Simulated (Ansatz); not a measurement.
Computed with Ansatz on PBE0-D4/def2-TZVP structures; ΔE is electronic, products minus reactants. CCSD(T)/CBS is the MP2 limit (def2-TZVPP, def2-QZVPP) plus CCSD(T) − MP2 in def2-TZVPP, frozen cores. This one scheme is used for every species, atoms too. DFT in def2-TZVPP. B3LYP here is the variant with VWN-RPA as its local correlation; programs differ in this. Open shells (•) are unrestricted, without spin–orbit coupling. Spin–orbit coupling would lower the free atoms: a little for B, C, O, Si.

Reaction (atomization): `[SiH3]B1C[SiH2]O1` → B• + C• + 7 H• + O• + 2 Si•

```csv
level,ΔE (kJ/mol),difference from CCSD(T)/CBS
r2SCAN-D4,4376.7,23.2
ωB97X-V,4384.8,31.3
ωB97M-V,4372.6,19.1
B2PLYP,4306.6,-46.9
B3LYP,4307.5,-46.0
HF/def2-TZVPP,3299.8,-1053.7
MP2/def2-TZVPP,4298.8,-54.7
MP2/def2-QZVPP,4362.9,9.4
HF/CBS(def2),3308.3,-1045.2
CCSD/CBS(def2),4299.2,-54.3
CCSD(T)/CBS,4353.5,0
```

Largest T1 diagnostic among the species: 0.014.

From PBE to PBE0 (25 % exact exchange), in def2-TZVPP and without D4, ΔE moves by −38.5 kJ/mol: exact exchange takes away binding that semilocal exchange gives to molecules. The D4 term adds +43.2 kJ/mol with B3LYP and +22.7 kJ/mol with PBE0; it sums over pairs of atoms, weighted by their polarisabilities, and B3LYP, whose exchange is more repulsive, gets the larger term.

For atomizations the MP2-based limit and the directly extrapolated one differ by several kJ/mol either way, and by 10 to 25 for some Ge, Se and Sn compounds, so smaller differences from it don't rank the levels.
